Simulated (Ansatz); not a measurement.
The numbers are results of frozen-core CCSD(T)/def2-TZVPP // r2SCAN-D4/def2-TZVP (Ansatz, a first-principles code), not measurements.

Ansatz 0.2 input:
```yaml
crystal:
  periodic: [false, false, false]
  atoms:
    - { symbol: C, position_ang: [-0.815573, -0.030437, 0.042908] }
    - { symbol: Si, position_ang: [0.977968, 0.248298, 0.448983] }
    - { symbol: F, position_ang: [1.750029, -1.147476, 0.32604] }
    - { symbol: F, position_ang: [1.609945, 1.202617, -0.668728] }
    - { symbol: H, position_ang: [-1.272939, -0.721131, 0.753008] }
    - { symbol: H, position_ang: [-0.880331, -0.461561, -0.961391] }
    - { symbol: H, position_ang: [-1.369098, 0.909689, 0.059182] }
basis:
  gaussian: { orbitals: def2-TZVPP }
correlation:
  method: ccsd_t
magnetization:
  spin_polarized: true
  initial_magnetization: 1
```

Output:

```
Functional definition: HF
1072 factors; integrals over basis functions are off by at most 9.7e-4 eV
mean field evaluation 1: about -14354.6527 eV, gradient 2.9e1 eV
mean field evaluation 2: about -14354.6581 eV, gradient 2.9e1 eV
mean field evaluation 4: about -14358.0689 eV, gradient 2.8e0 eV
mean field evaluation 8: about -14358.1644 eV, gradient 1.7e-1 eV
mean field evaluation 16: about -14358.1448 eV, gradient 1.0e0 eV
mean field -14358.16499440 eV, -527.6528312304 hartree, gradient 3.2e-6 eV, S^2 0.753554; 0 other end points of the search recorded, 0 dependent functions left out
8 core orbitals not correlated
reference -14358.16499440 eV, -527.6528312304 hartree; 13, 12 occupied and 156, 157 virtual orbitals, 1072 factors
second order -20.98430650 eV of doubles, -0.00000000 eV of singles
cycle   1  -21.00328321 eV  change   -1.9e-2 eV  update   9.4e-2
cycle   2  -21.42338278 eV  change   -4.2e-1 eV  update   2.8e-2
cycle   3  -21.53425912 eV  change   -1.1e-1 eV  update   1.5e-2
cycle   4  -21.52540277 eV  change    8.9e-3 eV  update   4.2e-3
cycle   5  -21.52283343 eV  change    2.6e-3 eV  update   2.1e-3
cycle   6  -21.52398184 eV  change   -1.1e-3 eV  update   7.7e-4
cycle   7  -21.52400799 eV  change   -2.6e-5 eV  update   3.3e-4
cycle   8  -21.52399995 eV  change    8.0e-6 eV  update   1.1e-4
cycle   9  -21.52404542 eV  change   -4.5e-5 eV  update   4.6e-5
cycle  10  -21.52403311 eV  change    1.2e-5 eV  update   1.7e-5
perturbative correction -0.67362227 eV, -0.0247551618 hartree
Total energy: -14380.36264978 eV, -528.4685800194 hartree
```

Cost: roughly 4 core-minutes.
